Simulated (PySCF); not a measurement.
# Electronic structure of V²⁺ (vanadium, charge +2) at the MN15 level

Configuration: [Ar] 3d3, high-spin 4F determinant. Calculation: PySCF 2.14, in 6-31G*; no relativity, point nucleus.

* Total energy: -943.017 hartree
* One-electron energy: -1280.483 hartree
* Hartree (Coulomb) energy: 382.346 hartree
* Exchange-correlation energy: -44.880 hartree
* Kinetic energy: 941.77901 hartree
* ⟨S²⟩: 3.7502
* ⟨L²⟩: 12.001
* Sum of ⟨r⟩: 14.27 bohr
* Sum of ⟨r²⟩: 16.35 bohr²
* Density at the nucleus (Gaussians lack the cusp): 7680 bohr⁻³
* Spin density at the nucleus: -0.112 bohr⁻³
* Langevin diamagnetic susceptibility: -12.9 ×10⁻⁶ cm³/mol
* Time after the integrals: 0.55 s of wall time on 1 thread of Intel(R) Xeon(R) 6975P-C (shared host)

| shell | electrons | mean orbital energy (eV) | rms radius, mean of both spins (bohr) |
| --- | --- | --- | --- |
| 1s β | 1 | -5327.1 | 0.0777 |
| 1s α | 1 | -5327.1 | 0.0777 |
| 2s α | 1 | -606.92 | 0.339 |
| 2s β | 1 | -606.42 | 0.339 |
| 2p α | 3 | -524.08 | 0.305 |
| 2p β | 3 | -523.47 | 0.305 |
| 3s α | 1 | -89.037 | 1.03 |
| 3s β | 1 | -87.278 | 1.03 |
| 3p α | 3 | -65.188 | 1.11 |
| 3p β | 3 | -62.599 | 1.11 |
| 3d α | 3 | -25.134 | 1.42 |
